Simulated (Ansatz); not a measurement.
Spin states of H3O3V (SMILES [OH][V]([OH])[OH]), each relaxed with B3LYP-D3(BJ)/def2-TZVP.
State 1 (charge 0, multiplicity 3):
```xyz
7

V      0.05056    -0.10047    -0.30297
O     -1.48004    -1.00857    -0.16860
H     -1.81485    -1.84864     0.15001
O      0.15416     1.50706    -1.11444
H     -0.26027     2.34710    -0.90103
O      1.52785    -0.56385     0.62930
H      1.72047    -0.40823     1.55854
```
State 2 (charge 0, multiplicity 1):
```xyz
7

V     -0.014    -0.011    -0.022
O     -1.206    -1.299     0.049
H     -2.075    -1.578    -0.245
O     -0.345     1.441    -0.953
H      0.001     2.293    -1.222
O      1.508    -0.175     0.839
H      2.028    -0.746     1.405
```

Singlets are restricted, other states unrestricted; no spin–orbit coupling, no relativity up to Kr; see below for the cores. The largest T1 diagnostic is 0.064.

Correlated levels freeze the inner cores; with def2 sets outer-core shells near the valence are correlated too.

Run with Ansatz (Gaussian basis) for Hartree–Fock, density functionals and correlated methods. 

What energy of the multiplicity-1 state less that of the multiplicity-3 state does CCSD/def2-SVP give?

63 kJ/mol

What is the computed energy of the multiplicity-1 state less that of the multiplicity-3 state (r2SCANh/def2-TZVPP)?

80 kJ/mol

Estimate the energy of the multiplicity-1 state less that of the multiplicity-3 state that BLYP/def2-TZVPP returns for this input.

38 kJ/mol

Doubts at one or more of the structures used: T1 above 0.05 (CCSD/def2-SVP); a restricted determinant that unrestricted orbitals would lower (CCSD/def2-SVP).

Ansatz is a quantum-chemistry and plane-wave program.
